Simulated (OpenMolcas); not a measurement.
**Sm²⁺: CASPT2 settings compared**

* Program: OpenMolcas 26.06
* Basis: ANO-RCC-VDZ [7s6p4d2f]
* Scalar Hamiltonian: DKH2, point nucleus
* Active space: 6 electrons in 7 orbitals (4f)
* State averaging: 2S+1 = 7 even, 7 roots; 2S+1 = 5 even, 105 roots kept (CI in the orbitals of an earlier block, 77 in the spin-orbit step); 2S+1 = 3 even, 112 roots kept (CI in the orbitals of an earlier block, 60 in the spin-orbit step); 2S+1 = 1 even, 26 roots kept (CI in the orbitals of an earlier block, 0 in the spin-orbit step)
* Spin-orbit coupling: state interaction with AMFI integrals over the reference wave functions, term energies averaged over their components

Methods on the same reference wave functions:
A. CASSCF
B. SS-CASPT2, IPEA 0.5 Eh, sigma2 regulariser 0.2 Eh (closed shells correlated: 5s 5p)
C. SS-CASPT2, IPEA 0.75 Eh, imaginary shift 0.25 Eh (closed shells correlated: 5s 5p)
D. SS-CASPT2, IPEA 0.4 Eh, sigma2 regulariser 0.3 Eh (closed shells correlated: 5s 5p)

Energies in cm-1 above 4f6 7F0, the measured ground level; measured values from Martin, Zalubas and Hagan, Atomic Energy Levels: The Rare-Earth Elements, NSRDS-NBS 60 (1978).

| Level | A | B | C | D | Measured |
| --- | --- | --- | --- | --- | --- |
| 4f6 7F0 | 0.0 | 0.0 | 0.0 | 0.0 | 0.0 |
| 4f6 7F1 | 279 | 287 | 282 | 288 | 293 |
| 4f6 7F2 | 792 | 811 | 799 | 814 | 814 |
| 4f6 7F3 | 1480 | 1507 | 1490 | 1512 | 1493 |
| 4f6 7F4 | 2294 | 2320 | 2310 | 2330 | 2278 |
| 4f6 7F5 | 3207 | 3240 | 3220 | 3240 | 3132 |
| 4f6 7F6 | 4211 | 4240 | 4230 | 4240 | 4027 |
| 4f6 5D0 | 18813 | 17760 | 18340 | 17590 |  |
| 4f6 5D1 | 20008 | 18980 | 19570 | 18810 |  |
| 4f6 5D2 | 22095 | 21100 | 21680 | 20920 |  |
| 4f6 5D3 | 24760 | 23770 | 24360 | 23580 |  |
| 4f6 5L6 | 25737 | 26370 | 26660 | 26210 |  |
| 4f6 5L7 | 26525 | 27160 | 27450 | 27000 |  |
| 4f6 5L8 | 27292 | 27940 | 28220 | 27780 |  |
| 4f6 5D4 | 27925 | 26930 | 27520 | 26740 |  |
| 4f6 5L9 | 27978 | 28640 | 28920 | 28480 |  |
| 4f6 5G3 | 28292 | 27640 | 28170 | 27460 |  |
| 4f6 5G4 | 28296 | 27660 | 28170 | 27470 |  |
| 4f6 5G2 | 28455 | 27780 | 28310 | 27600 |  |
| 4f6 5L10 | 28508 | 29190 | 29470 | 29030 |  |
| 4f6 5G5 | 28538 | 27920 | 28430 | 27740 |  |
| 4f6 5G6 | 29244 | 28630 | 29140 | 28450 |  |
| 4f6 5H3 | 32713 | 32320 | 32770 | 32120 |  |
| 4f6 5H4 | 32959 | 32540 | 32990 | 32340 |  |

Deviations, from unrounded energies. A percentage is the sum of absolute deviations over the sum of measured energies, with the sign that they share, or ± where signs differ.

```csv
Against measurement,Levels,A,B,C,D
mean absolute deviation (cm-1),6,54,65,57,67
fine structure of the ground term (%),6,±2.7,±3.2,±2.8,±3.4
```

A, C lie about equally close to measurement and D furthest from it. The largest miss of A in the table is 4f6 7F6, by +180 cm-1. The ranking rests on the paired levels alone, and a cruder setting can come out closer through cancelling errors.

Among B to D the level of the table that moves most is 4f6 5D4, by 780 cm-1 (lowest in D, highest in C). Moves below CASPT2's spread within the term are not significant.

The mean deviations of B to D differ by less than CASPT2's widest spread within a term (320 cm-1), so their order carries little weight.

From A to B the spin-free energies of the other terms of 4f6 shown, above 7F, scale by factors of 0.95 to 1.03.

The lowest spin-free term lies below A's lowest term by 0.280 hartree in B, 0.272 hartree in C, 0.283 hartree in D.

CASPT2 does not keep the components of a term degenerate, so their means are used; among the terms shown or strongly mixed into the levels shown the widest spread is 320 cm-1 (4f6 5L, C). High states are left out of the spin-orbit mixing, which shifts the levels that they would mix with. Terms from blocks run as CI alone lack orbitals of their own. The CASPT2 spread within a term exceeds the gap to the next term for 4f6 5G and 4f6 5L, so the order of their levels is uncertain, and so are names and mixing where such terms share a J (figures for B; the like holds for C). Without dynamic correlation excited terms often stand tens of per cent too high (terms of higher spin than the ground term too low), and those without a measured partner can miss by more than the paired ones (holds for A). Measured partners are found by configuration, term and J. A level has none where our copy of the source lacks it or the pairing is in doubt (some pairs that miss far off the trend of their configuration count as doubtful), and it then counts in no deviation. Levels of configurations outside the active space are missing. The table leaves out levels that lie high or whose names do not pair safely across all columns.
